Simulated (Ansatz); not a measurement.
Reaction (substitution at a C–Se bond): `C[Se][SiH2]S` + `[OH][Mo]([OH])([F])([F])([F])[F]` → `C[O][Mo]([OH])([F])([F])([F])[F]` + `S[SiH2][SeH]`

Isolated molecules relaxed with PBE0-D4/def2-TZVP in Ansatz; ΔE leaves out vibrations. CBS: MP2 limit from def2 TZ/QZ plus the TZ coupled-cluster correction, frozen cores. DFT in def2-TZVPP. B3LYP here is the variant with VWN-RPA as its local correlation; programs differ in this. Elements past krypton have def2 core potentials. For Mo, Se outer-core shells are correlated without core-valence functions, which leaves a few kJ/mol of doubt a bond. Scalar relativity is left out up to krypton. One conformer a species, not always the lowest.

| species | B3LYP energy (Eh) |
| --- | --- |
| `C[Se][SiH2]S` | -3131.12447 |
| `[OH][Mo]([OH])([F])([F])([F])[F]` | -619.72301 |
| `C[O][Mo]([OH])([F])([F])([F])[F]` | -659.04887 |
| `S[SiH2][SeH]` | -3091.79537 |

Question: Work out ΔE.

Answer: ΔE = (-659.04887) + (-3091.79537) − (-3131.12447) − (-619.72301) = 0.00324 Eh = +8.5 kJ/mol. CCSD(T)/CBS gives +13.0 kJ/mol.

Largest T1 diagnostic among the species: 0.025, so the coupled-cluster value is less sure than usual.

In def2-TZVPP, CCSD(T) changes the Hartree–Fock value by +4.2 kJ/mol (the triples alone add −0.5 kJ/mol) and MP2 by +4.1 kJ/mol.
